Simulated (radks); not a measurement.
The numbers below are computed, except where a source is named.
Valence configurations of Pd (all share [Kr]). Level of theory: scalar-relativistic Kohn-Sham, PBE, spin-polarised, spherical densities, point nucleus; open shells are filled with parallel spins first (spin-orbit coupling, left out, can overturn this in heavy ions) (a radial shooting solver on a logarithmic mesh with Libxc functionals). Energies are relative to 4d10; eigenvalues in eV for spin up.

valence	E (eV)	moment (Bohr magnetons)	e(4d)	e(5p)	e(5s)
4d10	0.000	0	-4.048	-	-
4d9.5 5s0.5	0.435	1	-5.499	-	-4.049
4d8 5p2	12.190	4	-13.289	-3.142	-
4d8 5s0.5 5p1.5	9.803	4	-12.609	-2.816	-7.552
4d9 5p1	4.885	2	-8.775	-1.918	-
4d9 5s1	1.044	2	-7.029	-	-4.750
4d9.5 5p0.5	2.131	1	-6.494	-1.240	-
4d8.5 5p1.5	8.237	3	-11.029	-2.548	-
4d8.5 5s1 5p0.5	3.927	3	-9.505	-1.805	-6.004
4d8 5s2	4.085	2	-10.326	-	-5.642

NIST lists [Kr] 4d10 as the ground configuration; this level of theory agrees among the configurations tried. The energies are those of spherical high-spin densities, not of single terms.
